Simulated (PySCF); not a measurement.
# Rubidium: a sound run and one with changed settings

Sound run: Rb⁺ [Kr], Rb²⁺ [Ar] 3d10 4s2 4p5. Computed with PySCF 2.14 in def2-SVP with the def2 core potential (28 electrons) (5s3p2d, 24 functions), with scalar relativity through the core potential. The sound run starts from symmetry-adapted Hartree-Fock orbitals and uses a fine grid where one is needed.

Changed run: 14 angular points. This setting is unsound on purpose.

| species | method | sound run (hartree) | changed run (hartree) | converged |
| --- | --- | --- | --- | --- |
| Rb⁺ | UHF | -23.66254 | -23.66254 | yes |
| Rb⁺ | PBE | -23.92454 | -23.92454 | yes |
| Rb⁺ | PBE0 | -23.92704 | -23.92704 | yes |
| Rb²⁺ | UHF | -22.68381 | -22.68381 | yes |
| Rb²⁺ | PBE | -22.91538 | -22.91551 | yes |
| Rb²⁺ | PBE0 | -22.91461 | -22.91469 | yes |

Ionisation energy of Rb⁺:

| method | sound run (eV) | changed run (eV) |
| --- | --- | --- |
| UHF | 26.633 | 26.633 |
| PBE | 27.461 | 27.457 |
| PBE0 | 27.550 | 27.548 |

A coarse angular grid integrates products of high-l functions wrongly, so density functionals can shift, and the SCF can exploit the error; Hartree-Fock and MP2 need no grid.

For comparison, NIST gives 27.290 eV between the lowest levels.
